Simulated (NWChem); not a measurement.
Species: GeH cation, singlet

```xyz
2

Ge     0.0000     0.0000    -0.0371
H      0.0000     0.0000     1.5688
```
Atoms are numbered in this order, from 1.

Level: B3LYP/6-31G* (spherical d) (NWChem), optimised geometry, unscaled harmonic frequencies. Low-valent species are run as closed-shell singlets; no triplet was tried in these runs.

| frequency (cm⁻¹) | IR intensity (km/mol) |
|---|---|
| 1984 | 131.4 |

- zero-point energy = 2.8 kcal/mol
- thermal correction to the enthalpy at 298.15 K (with zero-point energy) = 4.9 kcal/mol
- heat capacity Cv = 5.0 cal/(mol K)
- entropy at 298.15 K and 1 atm (symmetry number 1) = 47.7 cal/(mol K)

Rigid rotor and harmonic oscillator.
